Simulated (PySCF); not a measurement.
**Se¹⁹⁺: ionisation energy**

Se¹⁹⁺ [Ne] 3s2 3p3 (4S) → Se²⁰⁺ [Ne] 3s2 3p2 (3P), as a difference of total energies. All numbers are calculated (PySCF 2.14, scalar relativity by spin-free X2C-1e, in an even-tempered Gaussian basis (18 s from 1.9 bohr⁻², ratio 2.5; 12 p from 2.4 bohr⁻², ratio 2.5; 5 d from 11 bohr⁻², ratio 2.7; 4 f from 17 bohr⁻², ratio 2.7)). Correlated levels: outer shells: 1s2 frozen; virtual orbitals above 40 to 60 times the deepest correlated orbital energy dropped. The calculations carry no spin-orbit coupling.

```json
{"method": "UHF", "ionisation energy (eV)": "795.85"}
{"method": "MP2 (outer shells)", "ionisation energy (eV)": "796.44"}
{"method": "SCS-MP2 (outer shells)", "ionisation energy (eV)": "796.18"}
{"method": "CCSD (outer shells)", "ionisation energy (eV)": "796.25"}
{"method": "CCSD(T) (outer shells)", "ionisation energy (eV)": "796.24"}
```

Question: How much does correlation contribute at CCSD(T) (outer shells)?

Answer: 796.24 − (795.85) = 0.39 eV, measured against UHF.

Spin-orbit coupling is strong in these open shells (close to jj coupling). The scalar numbers leave it out and a first-order estimate fails, so it can dominate the gap to the real levels.

Breit and QED terms and the two-electron picture change are absent.

For comparison: 798 ± 3 eV (semi-empirical (NIST evaluation); NIST Atomic Spectra Database, ionization energies).
